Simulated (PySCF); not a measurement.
[TcO2]+: bending curve

All numbers come from UPBE0/[Tc def2-TZVP with ECP28, O def2-TZVP], scalar-relativistic core potentials, density fitting, no spin–orbit coupling, PySCF.

Rigid scan from the triplet minimum (Tc–O 1.635 Å (×2); O–Tc–O 118.2°). Coordinate: the O–Tc–O angle, bonds fixed. Energies in kJ/mol from the minimum.

| bond angle (°) | E (kJ/mol) | dipole size (D, about the centre of mass) | ⟨S²⟩ |
| --- | --- | --- | --- |
| 80 | 200.9 | 4.41 | 2.01 |
| 90 | 95.7 | 4.26 | 2.00 |
| 100 | 35.6 | 4.19 | 2.00 |
| 110 | 6.5 | 4.10 | 2.00 |
| 120 | 0.3 | 3.90 | 2.01 |
| 130 | 12.3 | 3.55 | 2.01 |
| 140 | 39.8 | 3.05 | 2.01 |
| 150 | 79.4 | 2.45 | 2.02 |
| 160 | 124.1 | 1.75 | 2.02 |
| 170 | 161.5 | 0.93 | 2.03 |
| 180 | 176.7 | 0.00 | 2.04 |

With the bonds held, the linear shape lies 176.7 kJ/mol from the minimum.

Other spin states or occupations of the open shell can lie lower.
